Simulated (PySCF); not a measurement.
Field gradients at the hydrogen positions

C6H9NO2Si.
Structure used (GFN2-xTB), in Å, numbered top down from 1:
```
atom  x, y, z in Å
C1    -1.3573    0.6559    1.7734
C2    -1.6569    0.9391    0.3025
Si3   -0.7598   -0.2371   -0.8889
C4    -0.6434   -2.1250   -0.3376
O5    -1.3689   -3.0814   -0.2088
C6     0.8048   -2.0037   -0.0977
C7     1.0273   -0.7143   -0.4239
N8     2.1689    0.0378   -0.4301
C9     2.0807    1.3289   -0.8420
O10    1.0571    1.8491   -1.2091
H11   -0.2994    0.7973    1.9862
H12   -1.9238    1.3288    2.4148
H13   -1.6230   -0.3671    2.0320
H14   -1.3764    1.9651    0.0650
H15   -2.7317    0.8604    0.1367
H16   -0.9968    0.0355   -2.3009
H17    1.4870   -2.7658    0.2438
H18    3.0569   -0.3558   -0.1445
H19    3.0449    1.8616   -0.8072
```

Level: PBE0/pcSseg-1 (PySCF, non-relativistic); Q(2H) = 0.00286 b; rigid geometry, the same for H and D, with no vibrational averaging.

Question: Rank these positions by the coupling χzz of a deuteron there, largest first.
A. H16 (Si–H hydrogen)
B. H17 (vinylic hydrogen)
C. H19 (formyl hydrogen)
D. H18 (amide N–H hydrogen)
E. H14 (methylene hydrogen)

Answer: D (263 kHz), B (226 kHz), E (209 kHz), C (186 kHz), A (113 kHz).

Give the electric field gradient Vzz (the principal value of largest size), its asymmetry and the 2H coupling at each hydrogen.

```
atom  bonded to  bond length (Å)  Vzz (au)     η  χzz (kHz)
 H11         C1            1.088    0.3148  0.03        212
 H12         C1            1.089    0.3139  0.02        211
 H13         C1            1.088    0.3114  0.02        209
 H14         C2            1.090    0.3115  0.04        209
 H15         C2            1.090    0.3132  0.03        210
 H16        Si3            1.457    0.1679  0.03        113
 H17         C6            1.078    0.3357  0.04        226
 H18         N8            1.012    0.3907  0.17        263
 H19         C9            1.102    0.2762  0.06        186
```

Average by the element that carries the hydrogen.

on C: 209 kHz over 7 positions, mean bond length 1.089 Å; on Si: 113 kHz over 1 position, mean bond length 1.457 Å; on N: 263 kHz over 1 position, mean bond length 1.012 Å.

How does χzz go with the bond length over the 7 C–H bonds?

A straight-line fit has a slope of -16.8 kHz for each 0.01 Å, with a correlation coefficient of -0.99, over lengths from 1.078 to 1.102 Å. The longer bonds have the smaller couplings here.

A static deuteron (I = 1) shows a doublet split by (3/2)χ, (3/4)χ(1 + η) and (3/4)χ(1 − η) with the field along z, y and x of the gradient. What are these for H17?

With |χ| = 225.6 kHz and η = 0.038: 338, 176 and 163 kHz, to first order and without motion.

One conformer (not necessarily the lowest) at the GFN2-xTB geometry, without solvent, vibrations or thermal averaging. GFN2-xTB bond lengths can be off by several hundredths of an ångström, more for odd bonds, and the gradients follow them. The small basis limits the accuracy of the gradients.
